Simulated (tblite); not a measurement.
A geometry optimisation, step by step.

C4H6GeSSe.
SMILES with atom numbers: `[CH:1]#[C:2][CH2:3][C:4](=[S:5])[Se:6][GeH3:7]` (hydrogens: H8 on C1; H9, H10 on C3; H11, H12, H13 on Ge7)

Computed with GFN2-xTB (tblite), gas phase: L-BFGS steps from a force-field or distance-geometry start until the largest atomic force falls under 0.01 eV/Å. 11 of its 200 geometries are shown.

Step 0: E = -539.7501 eV, largest atomic force 14.474 eV/Å
```
atom  x, y, z in Å  |  force x, y, z in eV/Å
C1      1.825    1.486    0.966   -0.129  -0.167  -0.105
C2      1.550    0.351    0.678    0.158  -0.012   0.090
C3      1.242   -1.049    0.351   -0.508   0.158   1.204
C4      0.343   -1.098   -0.873   -3.369  -2.372  11.811
S5      0.866   -0.849   -2.172    5.251   2.729 -13.209
Se6    -1.482   -1.700   -0.687   -1.321   0.020   0.739
Ge7    -2.202    0.512   -0.293   -0.161   0.134   0.214
H8      2.052    2.498    1.216   -0.130  -0.602  -0.159
H9      2.177   -1.616    0.174   -0.420   0.335  -0.051
H10     0.710   -1.505    1.220    0.347   0.213  -0.298
H11    -1.782    1.407   -1.480   -0.104  -0.247   0.377
H12    -3.749    0.526   -0.141    0.646  -0.036  -0.077
H13    -1.555    1.039    1.023   -0.259  -0.154  -0.537
```

Step 20: E = -541.0310 eV, largest atomic force 0.064 eV/Å
```
atom  x, y, z in Å  |  force x, y, z in eV/Å
C1      1.777    1.465    0.940   -0.007  -0.032  -0.008
C2      1.528    0.320    0.696   -0.019  -0.020   0.007
C3      1.218   -1.063    0.376    0.008   0.003  -0.001
C4      0.380   -1.124   -0.866    0.019   0.041   0.046
S5      0.938   -0.766   -2.332    0.000   0.000   0.000
Se6    -1.496   -1.665   -0.578    0.005  -0.019  -0.014
Ge7    -2.182    0.531   -0.265   -0.010   0.031   0.012
H8      2.032    2.456    1.179   -0.040  -0.032  -0.024
H9      2.161   -1.593    0.207   -0.016  -0.006  -0.020
H10     0.686   -1.529    1.213    0.041   0.025   0.009
H11    -1.774    1.375   -1.435    0.014   0.001  -0.001
H12    -3.677    0.492   -0.148    0.012  -0.001   0.000
H13    -1.596    1.103    0.995   -0.008   0.009  -0.006
```

Step 40: E = -541.0394 eV, largest atomic force 0.064 eV/Å
```
atom  x, y, z in Å  |  force x, y, z in eV/Å
C1      1.677    1.438    0.900    0.020  -0.013   0.022
C2      1.531    0.265    0.713   -0.022   0.012   0.002
C3      1.271   -1.127    0.383    0.021   0.047   0.025
C4      0.394   -1.126   -0.833   -0.007  -0.048   0.042
S5      0.915   -0.710   -2.296    0.008   0.000  -0.047
Se6    -1.482   -1.630   -0.509   -0.021   0.002   0.016
Ge7    -2.168    0.578   -0.263    0.009   0.016  -0.027
H8      1.865    2.451    1.107   -0.018  -0.042   0.003
H9      2.221   -1.628    0.168   -0.027   0.031  -0.022
H10     0.776   -1.623    1.224    0.026   0.002  -0.030
H11    -1.723    1.406   -1.433    0.011  -0.024   0.012
H12    -3.665    0.546   -0.185    0.003  -0.002  -0.004
H13    -1.615    1.161    1.005   -0.004   0.018   0.008
```

Step 60: E = -541.0870 eV, largest atomic force 0.357 eV/Å
```
atom  x, y, z in Å  |  force x, y, z in eV/Å
C1      1.376    1.355    1.025    0.052  -0.225   0.001
C2      1.407    0.180    0.779    0.067   0.349  -0.029
C3      1.427   -1.181    0.274   -0.028   0.027   0.000
C4      0.339   -1.240   -0.750   -0.031   0.058  -0.010
S5      0.605   -0.986   -2.319   -0.032  -0.017  -0.010
Se6    -1.463   -1.513   -0.022    0.024   0.004   0.046
Ge7    -2.095    0.715   -0.273    0.025   0.026  -0.025
H8      1.444    2.364    1.315   -0.088  -0.068   0.028
H9      2.397   -1.355   -0.195    0.075  -0.092  -0.019
H10     1.260   -1.891    1.086   -0.051  -0.032   0.030
H11    -1.381    1.288   -1.464   -0.049  -0.006   0.044
H12    -3.587    0.785   -0.446    0.033  -0.032  -0.031
H13    -1.732    1.479    0.971    0.002   0.009  -0.024
```

Step 80: E = -541.1137 eV, largest atomic force 0.054 eV/Å
```
atom  x, y, z in Å  |  force x, y, z in eV/Å
C1      1.306    1.302    1.113    0.015  -0.035   0.008
C2      1.460    0.173    0.743    0.011   0.006  -0.002
C3      1.496   -1.173    0.202   -0.019  -0.024   0.012
C4      0.319   -1.254   -0.719    0.014   0.015   0.001
S5      0.428   -1.121   -2.321    0.012   0.001   0.005
Se6    -1.398   -1.409    0.211    0.016   0.001   0.002
Ge7    -2.064    0.765   -0.290   -0.022   0.003   0.031
H8      1.262    2.279    1.495    0.009   0.035   0.003
H9      2.430   -1.341   -0.341   -0.035  -0.004   0.022
H10     1.389   -1.891    1.024    0.038  -0.005  -0.038
H11    -1.293    1.264   -1.472   -0.014  -0.007  -0.007
H12    -3.538    0.771   -0.570   -0.015   0.009  -0.017
H13    -1.800    1.636    0.907   -0.013   0.005  -0.021
```

Step 100: E = -541.1508 eV, largest atomic force 0.249 eV/Å
```
atom  x, y, z in Å  |  force x, y, z in eV/Å
C1      1.820    1.179    1.344   -0.055   0.025   0.080
C2      1.799    0.070    0.896   -0.125  -0.041  -0.212
C3      1.601   -1.187    0.200   -0.020  -0.142   0.035
C4      0.350   -1.055   -0.623    0.001  -0.043   0.079
S5      0.345   -0.995   -2.238   -0.048   0.121   0.089
Se6    -1.248   -1.021    0.480   -0.007   0.111  -0.072
Ge7    -2.423    0.764   -0.477    0.091   0.028   0.047
H8      1.854    2.116    1.809    0.113   0.099   0.063
H9      2.458   -1.410   -0.441   -0.024  -0.019   0.031
H10     1.458   -1.984    0.944    0.075   0.043  -0.079
H11    -1.755    1.265   -1.722   -0.018  -0.119  -0.001
H12    -3.853    0.379   -0.727    0.046  -0.007  -0.042
H13    -2.411    1.879    0.538   -0.028  -0.058  -0.018
```

Step 119: E = -541.2527 eV, largest atomic force 0.107 eV/Å
```
atom  x, y, z in Å  |  force x, y, z in eV/Å
C1      2.542    0.972    1.540    0.032   0.078   0.005
C2      2.112    0.016    0.964    0.030   0.013   0.020
C3      1.551   -1.120    0.256    0.033  -0.040  -0.017
C4      0.325   -0.664   -0.482   -0.029   0.006  -0.004
S5      0.337   -0.362   -2.074   -0.017   0.019  -0.013
Se6    -1.195   -0.463    0.663    0.002   0.076  -0.027
Ge7    -2.770    0.640   -0.681    0.042  -0.018   0.022
H8      2.949    1.801    2.040   -0.030  -0.051  -0.017
H9      2.291   -1.514   -0.449   -0.054   0.027   0.021
H10     1.290   -1.891    0.989   -0.019  -0.038  -0.008
H11    -2.292    0.940   -2.064    0.065   0.007   0.061
H12    -3.966   -0.253   -0.754   -0.095  -0.048  -0.013
H13    -3.177    1.897    0.036    0.041  -0.032  -0.031
```

Step 139: E = -541.2628 eV, largest atomic force 0.101 eV/Å
```
atom  x, y, z in Å  |  force x, y, z in eV/Å
C1      2.519    0.952    1.586    0.021   0.017  -0.040
C2      2.114    0.002    0.980   -0.026   0.063   0.042
C3      1.554   -1.106    0.229    0.003  -0.049  -0.011
C4      0.299   -0.658   -0.467   -0.017   0.051  -0.052
S5      0.233   -0.476   -2.079    0.023  -0.041   0.052
Se6    -1.150   -0.316    0.735    0.044   0.014  -0.007
Ge7    -2.751    0.635   -0.679   -0.021   0.099   0.005
H8      2.916    1.773    2.106   -0.019  -0.056  -0.006
H9      2.280   -1.456   -0.509   -0.020   0.012   0.003
H10     1.320   -1.921    0.924   -0.001  -0.007   0.017
H11    -2.172    0.979   -2.009   -0.015  -0.033  -0.015
H12    -3.915   -0.301   -0.807    0.017  -0.031  -0.043
H13    -3.250    1.893   -0.028    0.012  -0.039   0.055
```

Step 159: E = -541.2648 eV, largest atomic force 0.050 eV/Å
```
atom  x, y, z in Å  |  force x, y, z in eV/Å
C1      2.533    0.954    1.568   -0.007   0.031   0.018
C2      2.105    0.001    0.984   -0.002  -0.010  -0.014
C3      1.549   -1.112    0.236   -0.005  -0.014  -0.003
C4      0.301   -0.655   -0.469    0.026   0.035  -0.005
S5      0.251   -0.452   -2.077    0.006  -0.037   0.015
Se6    -1.149   -0.313    0.729    0.003   0.016  -0.004
Ge7    -2.756    0.639   -0.681   -0.013   0.042   0.023
H8      2.924    1.772    2.096    0.000  -0.033  -0.018
H9      2.278   -1.464   -0.498   -0.018   0.007   0.006
H10     1.310   -1.924    0.934   -0.005   0.016  -0.004
H11    -2.191    0.973   -2.019    0.000  -0.007  -0.010
H12    -3.912   -0.309   -0.807    0.013  -0.005  -0.026
H13    -3.247    1.890   -0.012    0.001  -0.039   0.021
```

Step 179: E = -541.3836 eV, largest atomic force 0.135 eV/Å
```
atom  x, y, z in Å  |  force x, y, z in eV/Å
C1      2.683    0.821    1.696    0.005  -0.017  -0.038
C2      2.124   -0.016    1.048    0.005  -0.097  -0.010
C3      1.466   -1.025    0.240    0.041  -0.012  -0.044
C4      0.201   -0.509   -0.385    0.018  -0.045  -0.060
S5     -0.167   -0.814   -1.948   -0.014   0.023   0.132
Se6    -0.946    0.464    0.764    0.017  -0.013  -0.025
Ge7    -2.683    0.652   -0.800   -0.020   0.027   0.040
H8      3.198    1.543    2.256   -0.019   0.039   0.035
H9      2.148   -1.373   -0.546   -0.088   0.026   0.057
H10     1.210   -1.884    0.878    0.030   0.091  -0.041
H11    -2.301    1.462   -1.995    0.034   0.010  -0.001
H12    -3.179   -0.704   -1.190   -0.008  -0.002  -0.001
H13    -3.758    1.382   -0.036   -0.001  -0.031  -0.043
```

Step 199: E = -541.3906 eV, largest atomic force 0.007 eV/Å
```
atom  x, y, z in Å  |  force x, y, z in eV/Å
C1      2.618    0.831    1.711    0.002  -0.003  -0.005
C2      2.118   -0.027    1.042    0.001   0.002  -0.002
C3      1.490   -1.031    0.207   -0.004   0.002   0.005
C4      0.189   -0.555   -0.370   -0.001  -0.001  -0.006
S5     -0.226   -0.889   -1.912    0.002  -0.002   0.004
Se6    -0.948    0.400    0.800    0.001  -0.001  -0.001
Ge7    -2.655    0.672   -0.787   -0.001  -0.002   0.000
H8      3.075    1.568    2.301   -0.002  -0.003   0.001
H9      2.161   -1.322   -0.607    0.000   0.003   0.004
H10     1.290   -1.921    0.819    0.002   0.001  -0.002
H11    -2.178    1.479   -1.951   -0.001  -0.001   0.003
H12    -3.215   -0.648   -1.215    0.002   0.003   0.002
H13    -3.722    1.442   -0.057   -0.002   0.001  -0.003
```

Problem. Summarise the path.

Solution. The energy falls by 1.6405 eV from step 0 to step 199; nine tenths of that is first reached at step 113. It rises by more than 0.2 meV at steps 99, 140, 143, 145, 146, 150, 151 and 153 and others. The largest force goes from 14.474 to 0.007 eV/Å. Among the bonds C4=S5 changes most, from 1.423 to 1.632 Å; the atoms move by 1.366 Å rms after alignment.

Problem. Follow the three bonds and two angles with the largest change from start to end.

Solution. 
```json
{"step": "0", "E above end (eV)": "1.6405", "largest force (eV/Å)": "14.474", "C4=S5 (Å)": "1.423", "Ge7–H12 (Å)": "1.555", "Ge7–H13 (Å)": "1.559", "Se6–Ge7–H13 (°)": "109.4", "C4–Se6–Ge7 (°)": "90.7"}
{"step": "9", "E above end (eV)": "0.3732", "largest force (eV/Å)": "0.142", "C4=S5 (Å)": "1.613", "Ge7–H12 (Å)": "1.497", "Ge7–H13 (Å)": "1.498", "Se6–Ge7–H13 (°)": "108.8", "C4–Se6–Ge7 (°)": "92.0"}
{"step": "17", "E above end (eV)": "0.3611", "largest force (eV/Å)": "0.101", "C4=S5 (Å)": "1.610", "Ge7–H12 (Å)": "1.500", "Ge7–H13 (Å)": "1.502", "Se6–Ge7–H13 (°)": "110.0", "C4–Se6–Ge7 (°)": "92.2"}
{"step": "26", "E above end (eV)": "0.3577", "largest force (eV/Å)": "0.074", "C4=S5 (Å)": "1.610", "Ge7–H12 (Å)": "1.499", "Ge7–H13 (Å)": "1.503", "Se6–Ge7–H13 (°)": "111.9", "C4–Se6–Ge7 (°)": "92.3"}
{"step": "35", "E above end (eV)": "0.3541", "largest force (eV/Å)": "0.090", "C4=S5 (Å)": "1.611", "Ge7–H12 (Å)": "1.498", "Ge7–H13 (Å)": "1.503", "Se6–Ge7–H13 (°)": "111.6", "C4–Se6–Ge7 (°)": "92.6"}
{"step": "43", "E above end (eV)": "0.3502", "largest force (eV/Å)": "0.050", "C4=S5 (Å)": "1.611", "Ge7–H12 (Å)": "1.500", "Ge7–H13 (Å)": "1.502", "Se6–Ge7–H13 (°)": "110.1", "C4–Se6–Ge7 (°)": "93.5"}
{"step": "52", "E above end (eV)": "0.3345", "largest force (eV/Å)": "0.146", "C4=S5 (Å)": "1.614", "Ge7–H12 (Å)": "1.496", "Ge7–H13 (Å)": "1.498", "Se6–Ge7–H13 (°)": "109.3", "C4–Se6–Ge7 (°)": "93.6"}
{"step": "61", "E above end (eV)": "0.2990", "largest force (eV/Å)": "0.319", "C4=S5 (Å)": "1.612", "Ge7–H12 (Å)": "1.503", "Ge7–H13 (Å)": "1.510", "Se6–Ge7–H13 (°)": "109.4", "C4–Se6–Ge7 (°)": "94.2"}
{"step": "69", "E above end (eV)": "0.2803", "largest force (eV/Å)": "0.069", "C4=S5 (Å)": "1.610", "Ge7–H12 (Å)": "1.501", "Ge7–H13 (Å)": "1.502", "Se6–Ge7–H13 (°)": "109.3", "C4–Se6–Ge7 (°)": "94.3"}
{"step": "78", "E above end (eV)": "0.2773", "largest force (eV/Å)": "0.041", "C4=S5 (Å)": "1.610", "Ge7–H12 (Å)": "1.501", "Ge7–H13 (Å)": "1.503", "Se6–Ge7–H13 (°)": "108.7", "C4–Se6–Ge7 (°)": "94.2"}
{"step": "87", "E above end (eV)": "0.2736", "largest force (eV/Å)": "0.060", "C4=S5 (Å)": "1.611", "Ge7–H12 (Å)": "1.502", "Ge7–H13 (Å)": "1.504", "Se6–Ge7–H13 (°)": "108.5", "C4–Se6–Ge7 (°)": "95.0"}
{"step": "95", "E above end (eV)": "0.2640", "largest force (eV/Å)": "0.245", "C4=S5 (Å)": "1.615", "Ge7–H12 (Å)": "1.504", "Ge7–H13 (Å)": "1.501", "Se6–Ge7–H13 (°)": "108.9", "C4–Se6–Ge7 (°)": "98.6"}
{"step": "104", "E above end (eV)": "0.2064", "largest force (eV/Å)": "0.281", "C4=S5 (Å)": "1.619", "Ge7–H12 (Å)": "1.512", "Ge7–H13 (Å)": "1.514", "Se6–Ge7–H13 (°)": "105.8", "C4–Se6–Ge7 (°)": "103.7"}
{"step": "112", "E above end (eV)": "0.1667", "largest force (eV/Å)": "0.425", "C4=S5 (Å)": "1.620", "Ge7–H12 (Å)": "1.497", "Ge7–H13 (Å)": "1.502", "Se6–Ge7–H13 (°)": "107.9", "C4–Se6–Ge7 (°)": "106.1"}
{"step": "121", "E above end (eV)": "0.1350", "largest force (eV/Å)": "0.144", "C4=S5 (Å)": "1.621", "Ge7–H12 (Å)": "1.501", "Ge7–H13 (Å)": "1.503", "Se6–Ge7–H13 (°)": "107.3", "C4–Se6–Ge7 (°)": "103.5"}
{"step": "130", "E above end (eV)": "0.1301", "largest force (eV/Å)": "0.022", "C4=S5 (Å)": "1.621", "Ge7–H12 (Å)": "1.500", "Ge7–H13 (Å)": "1.500", "Se6–Ge7–H13 (°)": "106.8", "C4–Se6–Ge7 (°)": "103.0"}
{"step": "138", "E above end (eV)": "0.1286", "largest force (eV/Å)": "0.055", "C4=S5 (Å)": "1.622", "Ge7–H12 (Å)": "1.500", "Ge7–H13 (Å)": "1.501", "Se6–Ge7–H13 (°)": "107.7", "C4–Se6–Ge7 (°)": "102.5"}
{"step": "147", "E above end (eV)": "0.1278", "largest force (eV/Å)": "0.145", "C4=S5 (Å)": "1.625", "Ge7–H12 (Å)": "1.499", "Ge7–H13 (Å)": "1.503", "Se6–Ge7–H13 (°)": "107.6", "C4–Se6–Ge7 (°)": "102.3"}
{"step": "156", "E above end (eV)": "0.1135", "largest force (eV/Å)": "0.164", "C4=S5 (Å)": "1.627", "Ge7–H12 (Å)": "1.495", "Ge7–H13 (Å)": "1.504", "Se6–Ge7–H13 (°)": "106.2", "C4–Se6–Ge7 (°)": "101.3"}
{"step": "164", "E above end (eV)": "0.1295", "largest force (eV/Å)": "1.343", "C4=S5 (Å)": "1.659", "Ge7–H12 (Å)": "1.524", "Ge7–H13 (Å)": "1.528", "Se6–Ge7–H13 (°)": "106.1", "C4–Se6–Ge7 (°)": "98.5"}
{"step": "173", "E above end (eV)": "0.0358", "largest force (eV/Å)": "0.584", "C4=S5 (Å)": "1.633", "Ge7–H12 (Å)": "1.512", "Ge7–H13 (Å)": "1.507", "Se6–Ge7–H13 (°)": "103.8", "C4–Se6–Ge7 (°)": "96.4"}
{"step": "182", "E above end (eV)": "0.0030", "largest force (eV/Å)": "0.072", "C4=S5 (Å)": "1.633", "Ge7–H12 (Å)": "1.493", "Ge7–H13 (Å)": "1.504", "Se6–Ge7–H13 (°)": "103.9", "C4–Se6–Ge7 (°)": "94.6"}
{"step": "190", "E above end (eV)": "0.0003", "largest force (eV/Å)": "0.044", "C4=S5 (Å)": "1.632", "Ge7–H12 (Å)": "1.495", "Ge7–H13 (Å)": "1.505", "Se6–Ge7–H13 (°)": "104.5", "C4–Se6–Ge7 (°)": "94.5"}
{"step": "199", "E above end (eV)": "0.0000", "largest force (eV/Å)": "0.007", "C4=S5 (Å)": "1.632", "Ge7–H12 (Å)": "1.496", "Ge7–H13 (Å)": "1.505", "Se6–Ge7–H13 (°)": "104.3", "C4–Se6–Ge7 (°)": "94.4"}
```

The cost below is that of the whole relaxation. Time: 1.6 s wall. Hardware: one thread of an Arm Neoverse V1, no GPU, shared host.
